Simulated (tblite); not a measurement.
Compound: C6H7O3 (doublet state).
Structure used (GFN2-xTB), in Å, numbered top down from 1:
```
atom  x, y, z in Å
C1     2.747    0.314   -0.282
O2     1.571   -0.063   -0.967
C3     0.369   -0.050   -0.356
C4    -0.723   -0.456   -1.152
C5    -1.976   -0.490   -0.650
C6    -2.242   -0.102    0.758
O7    -1.112    0.309    1.505
C8     0.158    0.350    1.023
O9     1.025    0.722    1.789
H10    3.547    0.207   -1.014
H11    2.694    1.346    0.067
H12    2.934   -0.334    0.577
H13   -0.512   -0.735   -2.173
H14   -2.825   -0.795   -1.238
H15   -2.965    0.729    0.796
H16   -2.696   -0.944    1.306
```

The geometry is computed with GFN2-xTB (gas phase). This method treats the open shell by occupation alone, without spin polarisation.

Take the most abundant isotopes and a rigid rotor. The values belong to one conformer with, in the numbering `[CH3:1][O:2][C:3]1=[CH:4][CH:5][CH2:6][O:7][C:8]1=[O:9]`, C1–O2–C3–C4 180°.

Problem. Give the principal moments of inertia and the rotational constants in cm⁻¹.

Solution. Ia = 163.15, Ib = 346.33, Ic = 503.16 u·Å²; 505379 MHz·u·Å²/I gives 3098, 1459 and 1004 MHz, that is A = 0.10332, B = 0.04867, C = 0.03350 cm⁻¹.

Problem. Classify the top.

Solution. An asymmetric top. Ray's parameter κ = (2B − A − C)/(A − C) = -0.565; −1 is the prolate and +1 the oblate limit.

Problem. Is it planar, by Δ = Ic − Ia − Ib?

Solution. Not planar: Δ = Ic − Ia − Ib = -6.33 u·Å². For a rigid frame Δ = −2 Σ m c², so Σ m c² = 3.16 u·Å² lies off the ab plane, practically all of it from hydrogen. The atom farthest from that plane is 0.90 Å away.

Problem. Give the other two planar moments, Paa and Pbb, and the rms extents of the mass along the axes.

Solution. Paa = Σ m a² = (Ib + Ic − Ia)/2 = 343.17 and Pbb = Σ m b² = (Ia + Ic − Ib)/2 = 159.99 u·Å². With the mass M = 127.04 u, the rms extents √(P/M) along a, b and c are 1.64, 1.12, 0.16 Å.

Problem. Estimate the classical rotational partition function at 50 K, 100 K and 500 K.

Solution. Point group Cs, symmetry number σ = 1; q = (√π/σ)·√((kT/h)³/(ABC)), k/h = 20836.6 MHz/K: 28000 at 50 K, 79100 at 100 K, 885000 at 500 K.

For this open shell read J as N, the rotation without spin; fine and hyperfine splittings come on top. Its GFN2-xTB frequencies are all real (lowest 39 cm⁻¹). Constants of a rigid frame at the computed geometry: no zero-point averaging, no centrifugal distortion.
